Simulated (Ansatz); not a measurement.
Coupled-cluster diagnostics for (HBe-mu-H)2 (Be₂H₄), Ansatz.

Geometry of the singlet (PBE-D4/def2-TZVP):

```tsv
atom	x (Å)	y (Å)	z (Å)
Be1	-0.860	-0.508	-0.135
H2	-2.001	-1.188	-0.313
H3	0.077	0.156	-1.079
Be4	0.859	0.510	0.135
H5	2.003	1.184	0.312
H6	-0.079	-0.153	1.079
```

Correlated methods freeze no core orbitals.

(1) Estimate the CCSD(T) correlation energy, the shares of MP2 and (T), T1 and the reference's ⟨S²⟩ for: charge 0, singlet, own geometry in def2-TZVPP; charge 0, singlet, own geometry in def2-TZVPD; charge 1, doublet, vertical in def2-TZVPP; charge -1, doublet, vertical in def2-TZVPD; and the rough time on 4 threads of Arm Neoverse V2 on a shared host.

Results:

(1) 
```csv
state,basis,correlation (eV),MP2 share (%),(T) share (%),T1,⟨S²⟩ (pure),wall time,remarks
"charge 0, singlet, own geometry",def2-TZVPP,-6.097,82.3,1.1,0.005,0.00 (0.00),0.6 s,–
"charge 0, singlet, own geometry",def2-TZVPD,-5.814,81.1,1.1,0.006,0.00 (0.00),0.45 s,–
"charge 1, doublet, vertical",def2-TZVPP,-5.206,80.8,1.8,0.066,0.75 (0.75),2.2 s,large T1
"charge -1, doublet, vertical",def2-TZVPD,-6.408,81.3,1.8,0.015,0.76 (0.75),1.4 s,–
```
Customary marks for T1 are 0.02 (closed shells), 0.045 (open shells) and about 0.05 (3d metals). T1 exceeds 0.02 in 1 of 4 rows and 0.045 in 1; the higher it lies, the less the single-reference result can be trusted.
